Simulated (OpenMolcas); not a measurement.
Si2NH6Cl (SMILES N[SiH]([SiH3])Cl): the energy, rung by rung

The species is Si2NH6Cl (10 atoms), meant as a singlet with charge 0. As SMILES, `N[SiH]([SiH3])Cl`. The coordinates come from a PBE0-D4/def2-TZVP relaxation. This is one conformer, not always the lowest.

```xyz
10

N    -0.5004    1.6404   -0.4766
Si   -0.0887    0.0244   -0.8347
Si    0.6780   -1.0308    1.1036
Cl   -1.6696   -1.1358   -1.5384
H    -1.0668    1.8573    0.3279
H    -0.6576    2.3023   -1.2205
H     0.8891    0.0600   -1.9482
H     0.8722   -2.4826    0.8551
H    -0.3361   -0.8538    2.1795
H     1.9629   -0.4326    1.5554
```

Each level gives the energy change with the Si3–H8 bond stretched from 1.486 to 2.228 Å (eV). The values are calculated.

| level | kind | program | value (eV) | less CCSD(T)/6-31G* | CPU time (all runs) |
| --- | --- | --- | --- | --- | --- |
| HF/6-31G* (spherical functions) (unrestricted) | Hartree–Fock | OpenMolcas | 2.27 | +0.46 | 23 s |
| SVWN5/6-31G* (spherical functions) (restricted) | LDA | OpenMolcas | 1.81 | 0.00 | 51 s |
| PBE/6-31G* (spherical functions) (restricted) | GGA | OpenMolcas | 1.81 | 0.00 | 69 s |
| M06-L/6-31G* (spherical functions) (restricted) | meta-GGA | OpenMolcas | 2.02 | +0.21 | 85 s |
| r2SCAN/6-31G* (spherical functions) (restricted) | meta-GGA | OpenMolcas | 1.94 | +0.13 | 84 s |
| M06-2X/6-31G* (spherical functions) (restricted) | hybrid meta-GGA | OpenMolcas | 2.08 | +0.27 | 75 s |
| B2PLYP/6-31G* (spherical functions) (restricted) | double hybrid | OpenMolcas | 2.02 | +0.21 | 46 s |
| MP2/6-31G* (spherical functions) (restricted) | perturbation theory | OpenMolcas | 2.07 | +0.26 | 13 s |
| CCSD(T)/6-31G* (spherical functions) (restricted) | coupled cluster or CI | OpenMolcas | 1.81 | 0.00 | 63 s |

Differences are taken from CCSD(T)/6-31G* (spherical functions) (restricted) for orientation; it has basis-set and higher-order errors of its own. The first shape isn't each level's own minimum. The values span 1.81 to 2.27 eV. CPU times are rough (shared hosts, several kinds of processor and program).
